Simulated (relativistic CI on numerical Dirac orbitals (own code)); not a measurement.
Computed by Dirac-Coulomb-Breit CI, KLI orbitals optimised for each configuration, QED by a radiative potential, unscaled Slater integrals (own radial code, finite nucleus).

Configurations in the expansion: 1s², 1s2s, 1s2p, 1s3s, 1s3p, 1s3d, 1s4s, 1s4p, 1s4d, 1s4f, 1s5s, 1s5p, 1s5d, 1s5f, 1s5g, 1s6s, 1s6p, 1s6d. Levels of other configurations are missing.

At this charge energies of transitions that change n are usually good to better than 1 %, and those within a shell (Δn = 0) to a few per cent.

Outline of the computed level scheme of Tc XLII. Lowest level of each configuration: 1s² ¹S0 at 0.0 eV; 1s2s ³S1 at 18740.1 eV; 1s2p ³P°0 at 18797.6 eV; 1s3s ³S1 at 22248.7 eV; 1s3p ³P°0 at 22264.4 eV; 1s3d ³D2 at 22314.1 eV; 1s4s ³S1 at 23463.7 eV; 1s4p ³P°0 at 23470.1 eV; 1s4d ³D2 at 23491.0 eV.

Some strong electric-dipole decays among the lowest 27 levels: 1s2p ¹P°1 → 1s² ¹S0 (2.9e+15 s⁻¹); 1s2p ³P°1 → 1s² ¹S0 (1.0e+15 s⁻¹); 1s3p ¹P°1 → 1s² ¹S0 (8.1e+14 s⁻¹); 1s4p ¹P°1 → 1s² ¹S0 (3.3e+14 s⁻¹); 1s3p ³P°1 → 1s² ¹S0 (2.8e+14 s⁻¹); 1s3d ³D3 → 1s2p ³P°2 (2.0e+14 s⁻¹); 1s3d ¹D2 → 1s2p ¹P°1 (1.8e+14 s⁻¹); 1s3d ³D2 → 1s2p ³P°1 (1.7e+14 s⁻¹).

LS names give the leading component of a level, which can be under half, so a name can repeat, a term be missing and a line seem to break the LS rules.
